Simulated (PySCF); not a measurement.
## Ionisation energy of Cd³⁺ by level of theory

Cd³⁺ [Kr] 4d9 [4d3/2^4 4d5/2^5, M_J = 5/2] → Cd⁴⁺ [Kr] 4d8 [4d3/2^4 4d5/2^4, M_J = 4], as a difference of total energies. All numbers are calculated (PySCF 2.14, the two-component X2C-1e Hamiltonian, in x2c-TZVPPall-2c). Correlated levels: [Ar] 3d10 frozen; the 6 highest virtual spinors dropped. "Screened" scales the spin-orbit matrix elements by Boettger's factors to mimic the two-electron term; Breit and QED terms are absent.

```
                    method  ionisation energy (eV)
           GHF (spin-free)                  51.027
          GMP2 (spin-free)                  52.663
 GHF (screened spin-orbit)                  50.812
GMP2 (screened spin-orbit)                  52.440
```

Task: How much does correlation contribute at GMP2 (screened spin-orbit)?

Result: 52.440 − (50.812) = 1.628 eV, measured against GHF (screened spin-orbit).

The spin-free rows relax to the high-spin LS determinant and lack the spin-orbit shift.

Errors of the correlated levels include the incompleteness of this basis and the frozen core.

The labels give the starting determinants; with spin-orbit coupling the two ends relaxed to ⟨J²⟩ = 8.76, ⟨L²⟩ = 6.02, ⟨S²⟩ = 0.77 and ⟨J²⟩ = 20.01, ⟨L²⟩ = 12.10, ⟨S²⟩ = 2.00.

For comparison: 51 ± 1.7 eV (theoretical estimate listed by NIST; NIST Atomic Spectra Database, ionization energies).
